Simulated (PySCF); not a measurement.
GeH7NSi, SMILES N[SiH2][GeH3]. Coordinates come from a PBE0-D3(BJ)/def2-SVP optimisation. This is a generated structure with no PubChem entry under its InChIKey; it may be hypothetical. Other conformers were not sampled.

Computed equilibrium geometry at PBE0-D3(BJ)/def2-SVP (PySCF confirms it by a frequency run) as Cartesian coordinates in Å, and its point group (one conformer of several):
point group Cs.
```xyz
10

Si     0.6000    -1.1813     0.0000
N     -0.7051    -2.3297     0.0000
Ge    -0.0915     1.1110     0.0000
H      1.4278    -1.4218     1.2214
H      1.4278    -1.4218    -1.2214
H     -1.2837    -2.3994     0.8307
H     -1.2837    -2.3994    -0.8307
H     -0.9584     1.4175     1.2407
H      1.0926     2.1007     0.0000
H     -0.9584     1.4175    -1.2407
```
Charge 0, spin multiplicity 1.
